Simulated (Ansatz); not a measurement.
Coupled-cluster run, CH8B2OSi, SMILES `BC(B)O[SiH3]`.

```yaml
crystal:
  periodic: [false, false, false]
  atoms:
    - {symbol: B, position_ang: [-1.155578, 0.953939, 0.618132]}
    - {symbol: C, position_ang: [0.255762, 0.451442, 0.235226]}
    - {symbol: B, position_ang: [1.219857, 1.668206, 0.221285]}
    - {symbol: O, position_ang: [0.388446, -0.416437, -0.873094]}
    - {symbol: Si, position_ang: [-0.165314, -1.963824, -0.843198]}
    - {symbol: H, position_ang: [-1.300347, 1.539909, 1.648399]}
    - {symbol: H, position_ang: [-2.080144, 0.785099, -0.119219]}
    - {symbol: H, position_ang: [0.649258, -0.002911, 1.181022]}
    - {symbol: H, position_ang: [1.932698, 1.850679, -0.717999]}
    - {symbol: H, position_ang: [1.250953, 2.391731, 1.170365]}
    - {symbol: H, position_ang: [0.059895, -2.521692, -2.195426]}
    - {symbol: H, position_ang: [-1.611454, -2.012641, -0.488206]}
    - {symbol: H, position_ang: [0.576469, -2.758201, 0.177514]}
basis:
  gaussian: {orbitals: def2-TZVPP}
correlation: {method: ccsd_t}
```

```sh
$ ansatz run in.yaml --threads 4 --pin off --events-out ev --progress --plain --max-ram 10444MiB
```

Output of Ansatz, abridged:

```
Functional definition: HF
1620 factors; integrals over basis functions are off by at most 1.0e-3 eV
mean field evaluation 1: about -12397.5443 eV, gradient 3.6e1 eV
mean field evaluation 2: about -12397.8105 eV, gradient 3.7e1 eV
mean field evaluation 4: about -12401.4913 eV, gradient 5.2e0 eV
mean field evaluation 8: about -12401.5789 eV, gradient 2.9e-1 eV
mean field -12401.57952095 eV, -455.7496413023 hartree, gradient 3.8e-6 eV, S^2 0.000000; 0 other end points of the search recorded, 0 dependent functions left out
9 core orbitals not correlated: weight in the atoms' cores, before any rotation towards them, 1.000 or more for the frozen orbitals, at most 0.000 for the correlated occupied ones
reference -12401.57952095 eV, -455.7496413023 hartree; 14, 14 occupied and 255, 255 virtual orbitals, 1620 factors
second order -19.92353813 eV of doubles, -0.00000000 eV of singles
cycle   1  -20.81222523 eV  change   -8.9e-1 eV  update   1.0e-1
cycle   2  -21.40383710 eV  change   -5.9e-1 eV  update   3.1e-2
cycle   3  -21.52648727 eV  change   -1.2e-1 eV  update   1.7e-2
cycle   4  -21.51481794 eV  change    1.2e-2 eV  update   4.6e-3
cycle   5  -21.51275436 eV  change    2.1e-3 eV  update   2.5e-3
cycle   6  -21.51325455 eV  change   -5.0e-4 eV  update   8.5e-4
cycle   7  -21.51286891 eV  change    3.9e-4 eV  update   4.1e-4
cycle   8  -21.51285806 eV  change    1.1e-5 eV  update   1.2e-4
cycle   9  -21.51293285 eV  change   -7.5e-5 eV  update   5.4e-5
cycle  10  -21.51291858 eV  change    1.4e-5 eV  update   1.9e-5
perturbative correction -0.77791832 eV, -0.0285879710 hartree
Total energy: -12423.87035785 eV, -456.5688144491 hartree
```

Run time 2.4 min (4 threads of an Arm Neoverse V2 on a shared host); peak host memory 7.8 GiB.

Correlation energy per correlated electron: -0.796 eV. T1 diagnostic: 0.0129.
